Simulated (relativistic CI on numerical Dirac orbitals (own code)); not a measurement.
## Fe²⁺ in a cubic cluster: 2p photoemission with charge transfer

Computed with a charge-transfer multiplet model of a cubic metal-ligand cluster with up to 3 ligand holes, Slater and spin-orbit integrals from Dirac-Coulomb-Breit ions, Slater integrals scaled by 0.7. The ground state mixes d6 with configurations of k ligand holes L, whose averages lie at kΔ + k(k − 1)U_dd/2; a core hole lowers each added d electron by U_cd. 20 K, Lorentzian 0.6 eV and Gaussian 0.8 eV FWHM.

Atomic integrals in eV (Slater integrals scaled, ζ unscaled), ground: F2dd 7.632, F4dd 4.739, zeta_d 0.049; with the core hole: F2dd 8.932, F4dd 5.587, zeta_d 0.075, zeta_core 8.130, F2cd 5.236, G1cd 3.950, G3cd 2.245.

Cluster parameters (eV): Δ = 4.1, U_cd = 6.8, 10Dq = 0.65, 10Dq(ligand) = 1.4, V(eg) = 1.65, V(t2g) = -0.73, final-state hopping factor = 1.

```csv
Case,n_d,d6,d7L,d8L2,d9L3,S
U_dd = 5.5 eV,6.17,0.84,0.16,0.00,0.00,2.00
U_dd = 6.2 eV,6.17,0.84,0.16,0.00,0.00,2.00
U_dd = 6.9 eV,6.17,0.84,0.16,0.00,0.00,2.00
```

Weights, n_d and S are thermal averages at 20 K. Binding energies count from the first peak over 30 % of the highest in each spectrum, which can be another peak from case to case. The parameters are a model scan and need not match a compound or its usual spin state. Peaks in eV (height, largest 100):
- U_dd = 5.5 eV: 0.0 (100), 1.2 (87), 5.1 (71), 14.0 (74), 18.9 (44)
- U_dd = 6.2 eV: 0.0 (100), 1.2 (87), 5.2 (68), 14.0 (74), 19.1 (41)
- U_dd = 6.9 eV: 0.0 (100), 1.2 (88), 5.2 (64), 14.0 (74), 19.2 (38)

For the case U_dd = 5.5 eV, Δ = 4.1 eV is smaller than U_dd = 5.5 eV, the charge-transfer side of the Zaanen-Sawatzky-Allen scheme. With the core hole the average of the configuration with one ligand hole lies at Δ − U_cd = -2.7 eV before mixing: the effective hopping of about 2.5 eV (from the holes of the mixed ground state) is comparable with this gap or larger, so the configurations mix strongly.
